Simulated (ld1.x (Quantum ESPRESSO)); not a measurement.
## PBE PAW dataset for germanium, fully relativistic all-electron reference.

ld1.x (Quantum ESPRESSO) 7.5 input, shortened:

```
&input
   title='Ge', zed=32., rel=2, dft='PBE', iswitch=3,
   config='[Ar] 3d10 4s2 4p0', rel_dist='average'
 /
 &inputp
   pseudotype=3, lpaw=.true., tm=.true., lloc=-1, rcloc=1.00,
   nlcc=.true., new_core_ps=.true.,
   which_augfun='BG', rmatch_augfun=1.05
 /
6
4S  1  0   2.00   0.00  1.25  1.50  0.0
4S  1  0   0.00   0.50  1.25  1.50  0.0
4P  2  1   0.00   0.00  1.65  2.20  0.0
4P  2  1   0.00  -1.15  1.65  2.20  0.0
3D  3  2  10.00   0.00  1.10  1.30  0.0
3D  3  2   0.00  -2.95  1.10  1.30  0.0
 &test
   configts(1)='3d10 4s2 4p0'
 /
```

Open shells are filled in proportion to 2j + 1 (rel_dist='average').

Task: Does the generator finish with these settings?

Result: Yes, a potential is produced and its reference levels are reproduced.

Task: Tests: 3d10 4s2 4p2; 3d10 4s2 4p1; 3d10 4s1 4p0; 3d10 4s1 4p2; 3d10 4s2 4p1.5; 3d9 4s2 4p2; 3d10 4s0 4p0. Which has the largest error in its energy relative to the reference configuration, and how large is it?

Result: 3d10 4s0 4p0, with -14 meV (all-electron minus pseudo) on +81.13 eV.

The ghost test of this file was not conclusive.
